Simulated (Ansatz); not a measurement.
Cost and result for the atomization energy of C2H6ClNSi, SMILES `C=N[SiH](C)Cl` (11 atoms, 10 bonds).

```xyz
11

C    -1.104    0.039    1.919
N    -0.798   -0.561    0.858
Si   -0.342    0.136   -0.655
C     1.352   -0.452   -1.115
Cl   -0.335    2.209   -0.573
H    -1.372   -0.531    2.816
H    -1.123    1.134    2.019
H    -1.373   -0.248   -1.644
H     1.644   -0.057   -2.090
H     1.367   -1.544   -1.159
H     2.085   -0.125   -0.375
```

Total charge 0; spin multiplicity 1. The geometry is a stationary point of PBE0-D4/def2-TZVP. It is one conformer, not always the lowest. Program: Ansatz. All runs use 4 threads of an Arm Neoverse V2 on a shared host. Times are those of one run each, without the atoms' runs, and a repeat can differ threefold. Electronic energies, without spin–orbit coupling; frozen cores. CCSD(T)/CBS adds CCSD(T) − MP2 in def2-TZVPP to the MP2 limit, and its time is that of the two runs behind it. T1 = 0.011. B3LYP takes the VWN-RPA correlation (the form of Gaussian; ORCA's B3LYP/G).

CCSD(T)/CBS is a level of theory with its own doubt, some kJ/mol a heavy atom from the limit and from the frozen cores, so smaller differences don't rank the functionals.

| level | functions | wall time | atomization (kJ/mol) | difference from CCSD(T)/CBS | per bond |
| --- | --- | --- | --- | --- | --- |
| PBE-D4/def2-TZVPP (with forces) | 261 | 2.2 s | 4194.8 | 77.3 | 7.7 |
| PBE0-D4/def2-TZVPP | 261 | 2.7 s | 4127.1 | 9.6 | 1.0 |
| r2SCAN-D4/def2-TZVPP (with forces) | 261 | 4.2 s | 4122.7 | 5.2 | 0.5 |
| B3LYP-D4/def2-TZVPP (with forces) | 261 | 4.2 s | 4124.1 | 6.6 | 0.7 |
| B2PLYP/def2-TZVPP | 261 | 5.5 s | 4075.7 | -41.8 | -4.2 |
| ωB97X-V/def2-TZVPP | 261 | 7.5 s | 4136.4 | 18.9 | 1.9 |
| ωB97M-V/def2-TZVPP (with forces) | 261 | 11 s | 4139.5 | 22.0 | 2.2 |
| MP2/def2-QZVPP | 491 | 20 s | 4132.4 | 14.9 | 1.5 |
| CCSD(T)/def2-TZVPP | 261 | 2.4 min | 4002.0 | -115.5 | -11.5 |
| CCSD(T)/CBS(def2) | – | 2.8 min | 4117.5 | 0.0 | 0.0 |

From PBE to PBE0 (25 % exact exchange), in def2-TZVPP and without D4, the atomization energy moves by −63.9 kJ/mol: exact exchange takes away binding that semilocal exchange gives to molecules. The D4 term adds +41.4 kJ/mol with B3LYP and +21.8 kJ/mol with PBE0; it sums over pairs of atoms, weighted by their polarisabilities, and B3LYP, whose exchange is more repulsive, gets the larger term. In def2-TZVPP, CCSD(T) changes the Hartree–Fock value by +994.8 kJ/mol (the triples alone add +63.1 kJ/mol) and MP2 by +1056.5 kJ/mol; breaking electron pairs costs correlation energy, which Hartree–Fock lacks.
